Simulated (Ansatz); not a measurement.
Program: Ansatz. Geometries: PBE0-D4/def2-TZVP. ΔE: electronic, gas phase. CBS: MP2 limit from def2 TZ/QZ plus the TZ coupled-cluster correction, frozen cores. DFT in def2-TZVPP. HSE06 is defined as in plane-wave codes. For Ga, Ge outer-core shells are correlated without core-valence functions, which leaves a few kJ/mol of doubt a bond. Scalar relativity is left out up to krypton. Each species was taken in one conformer, which may not be the lowest.

Reaction (cleavage of the Si–Ge bond): `C[SiH2][GeH3]` + `[SH][GaH2]` → `C[SiH2][S][GaH2]` + GeH₄

```tsv
level	ΔE (kJ/mol)	difference from CCSD(T)/CBS
PBE-D4	-42.9	7.9
r2SCAN0-D4	-50.0	0.8
HSE06-D4	-46.3	4.5
BHLYP-D4	-53.9	-3.1
CAM-B3LYP-D4	-49.0	1.8
B2PLYP	-47.7	3.1
revPBE	-36.1	14.7
BLYP	-37.1	13.7
PBE0	-42.4	8.4
HSE06	-42.4	8.4
HF/def2-SVP	-51.7	-0.9
CCSD(T)/def2-SVP	-46.6	4.2
CCSD/def2-TZVPP	-47.2	3.6
CCSD(T)/def2-TZVPP	-48.5	2.3
MP2/CBS(def2)	-58.9	-8.1
CCSD/CBS(def2)	-49.5	1.3
CCSD(T)/CBS	-50.8	0
```

Largest T1 diagnostic among the species: 0.013.

From PBE to PBE0 (25 % exact exchange), in def2-TZVPP and without D4, ΔE moves by −4.1 kJ/mol. Leaving LDA and LC-ωPBE aside and taking each functional with its dispersion term where it has one, the values spread over 11.0 kJ/mol, from BHLYP-D4 to PBE-D4. LDA lies −3.9 kJ/mol from PBE without D4. The D4 term adds −7.5 kJ/mol with B3LYP and −4.0 kJ/mol with PBE0; it sums over pairs of atoms, weighted by their polarisabilities, and B3LYP, whose exchange is more repulsive, gets the larger term.

B3LYP here is the variant with VWN-RPA as its local correlation; programs differ in this.
